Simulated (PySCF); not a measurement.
# Gas-phase thermal properties of NbCl5

Energies from PySCF (xtb for GFN2), thermal terms from the rigid-rotor harmonic-oscillator model, ideal gas at 1 bar. All species are closed-shell singlets. Nb: scalar-relativistic def2 core potential, no spin-orbit coupling. The harmonic model lacks anharmonicity and excited electronic states, which grow with temperature; levels with a mode under 35 cm⁻¹ are left out. Soft modes under 120 cm⁻¹ make the harmonic entropy rough for NbCl5.

```csv
level,point group,σ,ZPE (kJ/mol),S°298 (J/mol/K),Cp298 (J/mol/K),S°1000 (J/mol/K),H1000 − H298 (kJ/mol)
GFN2-xTB,D3h,6,13.4,420.6,125.3,577.9,91.7
PBE/def2-SVP,D3h,6,17.0,405.9,120.7,560.9,90.6
PBE0/def2-TZVP,D3h,6,17.7,402.3,119.8,556.8,90.3
```
σ: rotational symmetry number. Electronic degeneracy used: 1. Frequencies are unscaled.
